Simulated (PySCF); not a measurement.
Gas-phase reaction: Si₃O₃ + 6 H₂ → 3 H₃SiOH

Method: PySCF energies (xtb for GFN2) plus ideal-gas RRHO corrections (1 bar). † marks an energy on the PBE0/def2-TZVP geometry and frequencies; other levels use their own. MP2 and CCSD(T) freeze the core. 6-31G* has spherical d functions here. All species are closed-shell singlets. B3LYP is the form with VWN-RPA correlation. Si₃O₃, H₃SiOH: computed as isolated molecules; such fragments, hydroxides, amides, oligomers or adducts are transient or little studied in the gas. MP2 isn't extrapolated to the basis-set limit; its ΔH°(298 K) is -144.8 kJ in def2-SVP and -110.4 kJ in def2-TZVPP. CCSD(T) isn't extrapolated to the basis-set limit; its ΔH°(298 K) is -130.8 kJ in def2-SVP and -102.9 kJ in def2-TZVPP. The harmonic model lacks anharmonicity and excited electronic states, which grow with temperature; levels with a mode under 35 cm⁻¹ are left out. Internal rotation in H₃SiOH is treated as a harmonic vibration of one conformer, which makes the entropy rough. Soft modes under 120 cm⁻¹ make the harmonic entropy rough for Si₃O₃.

```json
[
 {"level": "B3LYP/def2-TZVP†", "ΔE electronic, kJ": "-159", "ΔH°(298 K), kJ": "-85", "ΔS°(298 K), J/K": "-340", "ΔG°(1200 K), kJ": "363"},
 {"level": "BLYP/def2-TZVP†", "ΔE electronic, kJ": "-102", "ΔH°(298 K), kJ": "-28", "ΔS°(298 K), J/K": "-340", "ΔG°(1200 K), kJ": "420"},
 {"level": "CCSD(T)/def2-TZVPP†", "ΔE electronic, kJ": "-177", "ΔH°(298 K), kJ": "-103", "ΔS°(298 K), J/K": "-340", "ΔG°(1200 K), kJ": "345"},
 {"level": "GFN2-xTB", "ΔE electronic, kJ": "-466", "ΔH°(298 K), kJ": "-380", "ΔS°(298 K), J/K": "-345", "ΔG°(1200 K), kJ": "67"},
 {"level": "HF/6-31G*", "ΔE electronic, kJ": "-248", "ΔH°(298 K), kJ": "-163", "ΔS°(298 K), J/K": "-334", "ΔG°(1200 K), kJ": "284"},
 {"level": "HF/def2-TZVP†", "ΔE electronic, kJ": "-255", "ΔH°(298 K), kJ": "-182", "ΔS°(298 K), J/K": "-340", "ΔG°(1200 K), kJ": "266"},
 {"level": "MP2/def2-TZVPP†", "ΔE electronic, kJ": "-184", "ΔH°(298 K), kJ": "-110", "ΔS°(298 K), J/K": "-340", "ΔG°(1200 K), kJ": "338"},
 {"level": "PBE/def2-TZVP†", "ΔE electronic, kJ": "-165", "ΔH°(298 K), kJ": "-92", "ΔS°(298 K), J/K": "-340", "ΔG°(1200 K), kJ": "356"},
 {"level": "r2SCAN/def2-TZVP†", "ΔE electronic, kJ": "-197", "ΔH°(298 K), kJ": "-124", "ΔS°(298 K), J/K": "-340", "ΔG°(1200 K), kJ": "324"},
 {"level": "LDA/def2-TZVP†", "ΔE electronic, kJ": "-227", "ΔH°(298 K), kJ": "-153", "ΔS°(298 K), J/K": "-340", "ΔG°(1200 K), kJ": "295"}
]
```
ΔH° is lowest at GFN2-xTB and highest at BLYP/def2-TZVP†. No reference value is set beside these.
